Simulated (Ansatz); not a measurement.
`C=[CH][InH][F]` and `C=[CH][In]([F])[F]` differ in one atom or group.

Ansatz, PBE0-D4/def2-TZVP geometries, multiplicity 1. Each molecule was computed in one conformer, which needn't be the lowest.

Elements past krypton have def2 core potentials.

```json
{"property": "HOMO–LUMO gap (PBE/def2-TZVPP) / eV", "`C=[CH][InH][F]`": "4.38"}
{"property": "HOMO energy (ωB97M-V/def2-TZVPP) / eV", "`C=[CH][InH][F]`": "-10.36"}
{"property": "ideal-gas entropy at 298 K and 1 bar (rigid rotor, harmonic PBE0-D4/def2-TZVP) / J/(mol·K)", "`C=[CH][InH][F]`": "333"}
{"property": "size of the dipole moment (B3LYP/def2-TZVPP) / D", "`C=[CH][InH][F]`": "3.27"}
{"property": "HOMO–LUMO gap (ωB97M-V/def2-TZVPP) / eV", "`C=[CH][InH][F]`": "10.22"}
{"property": "zero-point energy (PBE0-D4/def2-TZVP) / kJ/mol", "`C=[CH][InH][F]`": "129.9"}
```

(1) Give the same properties after the change, and the shifts. (Best estimate.)

## Answers

(1) Computed: 
| property | `C=[CH][In]([F])[F]` | shift |
| --- | --- | --- |
| HOMO–LUMO gap (PBE/def2-TZVPP) / eV | 4.97 | 0.59 |
| HOMO energy (ωB97M-V/def2-TZVPP) / eV | -11.28 | -0.92 |
| ideal-gas entropy at 298 K and 1 bar (rigid rotor, harmonic PBE0-D4/def2-TZVP) / J/(mol·K) | 365 | 32 |
| size of the dipole moment (B3LYP/def2-TZVPP) / D | 4.74 | 1.47 |
| HOMO–LUMO gap (ωB97M-V/def2-TZVPP) / eV | 11.19 | 0.97 |
| zero-point energy (PBE0-D4/def2-TZVP) / kJ/mol | 118.5 | -11.4 |

With PBE0 the HOMO falls by 0.84 eV and the LUMO falls by 0.11 eV, so the gap widens by about 0.73 eV. PBE moves the HOMO by -0.76 eV and ωB97M-V by -0.92 eV. Dipoles are sizes alone; their direction can turn. Modes under 60 cm⁻¹, often nearly free rotors, make the harmonic entropy too high.

B3LYP here is the variant with VWN-RPA as its local correlation; programs differ in this.
